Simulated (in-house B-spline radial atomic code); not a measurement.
Whole-atom quantities along the 40-electron series, configuration [Kr] 4d4. Computed with a B-spline radial code for spherical atoms: non-relativistic Hartree-Fock, average of the configuration, point nuclei.

This level leaves out relativity, spin-orbit splitting included, which matters for heavy ions.

```
 ion   Z  E/Z² (Eh)  Σ<r²> (bohr²)  n(0)/Z³ (bohr⁻³)  Lamb diamagnetic shielding (ppm)  repulsion over attraction
 Nb+  41    -2.2328         39.169            0.6962                           3867.97                    0.15979
Mo2+  42    -2.2532         31.187           0.69713                           3990.31                    0.15806
Tc3+  43          ?              ?                 ?                                 ?                          ?
Ru4+  44    -2.2923         22.833           0.69893                           4233.34                    0.15416
Rh5+  45     -2.311          20.17           0.69979                           4354.41                    0.15213
Pd6+  46          ?              ?                 ?                                 ?                          ?
Ag7+  47    -2.3468         16.285           0.70144                           4596.03                    0.14801
Cd8+  48    -2.3639         14.811           0.70223                           4716.65                    0.14596
In9+  49    -2.3805         13.553           0.70299                           4837.18                    0.14393
```

Problem. Fill in the row of Tc3+.

Solution. E/Z² (Eh): -2.2731; Σ<r²> (bohr²): 26.307; n(0)/Z³ (bohr⁻³): 0.69805; Lamb diamagnetic shielding (ppm): 4112.01; repulsion over attraction: 0.15615.

Problem. Fill in the row of Pd6+.

Solution. E/Z² (Eh): -2.3292; Σ<r²> (bohr²): 18.039; n(0)/Z³ (bohr⁻³): 0.70063; Lamb diamagnetic shielding (ppm): 4475.29; repulsion over attraction: 0.15007.

Problem. With what power of Z does the column «Σ<r²> (bohr²)» change over this range?

Solution. A fit of the logarithm of its size against log Z from Z = 41 to 49 has slope -5.76. Unscreened non-relativistic hydrogenic orbitals would give -2.
